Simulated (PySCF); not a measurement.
Si(H)2(Cl)(Et) (C2H7ClSi), SMILES CC[SiH2]Cl.

Geometry: B3LYP-D3(BJ)/def2-SVP. The values are those of a single conformer.

Computed with SMD-PBE0/6-31G* in PySCF.

Solvation free energies are E(SMD) − E(gas) at the gas-phase geometry, for 1 M in both phases. In vacuum the dipole moment is 2.38 D.

| solvent | ΔG(solv) (kcal/mol) | its non-electrostatic (CDS) part | dipole (D) |
|---|---|---|---|
| water | 0.5 | 3.0 | 3.00 |
| dimethylsulfoxide | -2.4 | 0.0 | 2.99 |
| benzene | -3.3 | -2.2 | 2.66 |
